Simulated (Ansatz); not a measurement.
C2H7NSi (`C1NC[SiH2]1`). Charge 0, multiplicity 1.

Z-matrix (Å, degrees):
```
Si
N 1 2.310
C 1 1.890 2 39.6
C 1 1.890 2 39.6 3 149.6
H 1 1.489 2 141.0 3 74.8
H 1 1.486 2 110.1 3 -105.2
H 2 1.013 1 153.3 3 -74.8
H 3 1.091 1 120.7 2 -114.9
H 3 1.100 1 112.2 2 114.7
H 4 1.100 1 112.2 2 -114.7
H 4 1.091 1 120.7 2 114.9
```

(1) What are the harmonic wavenumbers in cm⁻¹ at PBE0-D4/def2-TZVP (Ansatz, finite differences of forces, unscaled)? (An estimate is asked.)

(2) Is this a minimum?

(3) Give the ideal-gas thermochemistry at 298.15 K and 1 bar (rigid rotor, harmonic oscillator; point group Cs, symmetry number 1).

(4) And at 400, 500, 600, 800 and 1000 K?

Results:

(1) Ansatz gave: 168, 418, 537, 540, 643, 653, 782, 844, 846, 873, 958, 994, 1069, 1127, 1158, 1182, 1243, 1396, 1468, 1492, 2213, 2230, 2990, 2994, 3103, 3103, 3531.

(2) Yes, all 27 modes are real.

(3) Zero-point energy 230.6 kJ/mol; H(298) − E = 245.9 kJ/mol; entropy 292.4 J/(mol·K), of which translation 162.4, rotation 102.9, vibration 27.1; G(298) − E = 158.7 kJ/mol.

(4) 
```tsv
T (K)	H − E (kJ/mol)	S (J/mol/K)	G − E (kJ/mol)
400	255.8	320.8	127.5
500	267.9	347.7	94.1
600	281.9	373.2	58.0
800	314.3	419.7	-21.4
1000	351.1	460.6	-109.5
```
